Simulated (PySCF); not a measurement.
## Two-component Hartree-Fock for Pb⁵⁸⁺ (lead, charge +58)

Start: [Ar] 3d6; 3d3/2 filled at m_j = -3/2, -1/2, +1/2, +3/2; 3d5/2 filled at m_j = +3/2, +5/2. Calculated with PySCF 2.14 in an even-tempered Gaussian basis (15 s from 18 bohr⁻², ratio 2.8; 13 p from 23 bohr⁻², ratio 2.8; 8 d from 23 bohr⁻², ratio 2.8; 3 f from 78 bohr⁻², ratio 3): generalised Hartree-Fock with the X2C-1e Hamiltonian and a Gaussian nucleus; one run each with spin-orbit coupling (SO) switched off, then screened by Boettger's factors.

```csv
spinor shell,electrons,"ε, spin-free (eV)","ε, screened SO (eV)",weight of nominal j (screened SO),"rms radius, screened SO (bohr)"
1s1/2,2,-92392.4,-92348.6,1.000,0.0181
2s1/2,2,-19768.4,-19752.0,1.000,0.0727
2p1/2,2,-17525.1,-19129.8,1.000,0.0614
2p3/2,4,-17525.1,-16898.9,1.000,0.0695
3s1/2,2,-7329.5,-7324.4,1.000,0.181
3p1/2,2,-6664.3,-7072.6,1.000,0.172
3d3/2,4,-6078.3,-6138.2,0.996,0.160
3d5/2,2,-6078.3,-6020.7,0.996,0.164
```

Task: Where does 3p3/2 lie, and what is the 3p spin-orbit splitting (screened SO)?

Result: At -6500.9 eV, 571.72 eV above 3p1/2.

| quantity | spin-free | screened SO |
| --- | --- | --- |
| E (hartree) | -17731.19487 | -17773.69738 |
| M_J | 4 | 4 |
| ⟨J²⟩ | 20.000 | 20.003 |
| ⟨L²⟩ | 6.000 | 13.415 |
| ⟨S²⟩ | 6.000 | 2.784 |

Each row is a mean over spinors that exchange with the open shell spreads, by up to 44.060 eV (3p3/2).

Breit and QED terms are absent; they matter most for the inner s and p1/2 levels.

Densities and radii are taken from the X2C orbitals without a picture-change correction, which distorts them close to the nucleus.

Without spin-orbit coupling the j labels of p, d and f shells carry no meaning; the spin-free column gives the mean over the occupied spinors of each nl shell.
